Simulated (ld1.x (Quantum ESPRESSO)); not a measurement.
# V: TM semilocal pseudisation with BLYP, scalar-relativistic reference atom.

ld1.x (Quantum ESPRESSO) 7.5 input, shortened:

```
&input
   title='V', zed=23., rel=1, dft='BLYP', iswitch=3,
   config='[Ar] 3d3 4s0 4p0'
 /
 &inputp
   pseudotype=1, tm=.true., lloc=1,
   nlcc=.true., rcore=1.65
 /
3
4S  1  0   0.00   0.00  2.30  2.30  0.0
3D  3  2   3.00   0.00  1.85  1.85  0.0
4P  2  1   0.00   0.00  2.60  2.60  0.0
 &test
   configts(1)='3d3 4s0 4p0'
 /
```

- Cutoffs needed: 70 Ry and 80 Ry (the cutoffs (Ry, on a coarse ladder) from which the occupation-weighted sum of valence levels, in a spherical-Bessel basis at the reference potential, stays within 10 and 1 mRy of its value at 400 Ry)
- Ghost test: no extra level below or beside the all-electron valence levels (s, d, p tested); the semilocal form is local in each channel, so this says nothing of the separable form that plane-wave codes build from it (spherical-Bessel basis up to 400 Ry, 20 bohr box)
- Largest excitation error: -1217 meV (all-electron minus pseudo) for 3d1 4s0 4p0, out of 7 test configurations
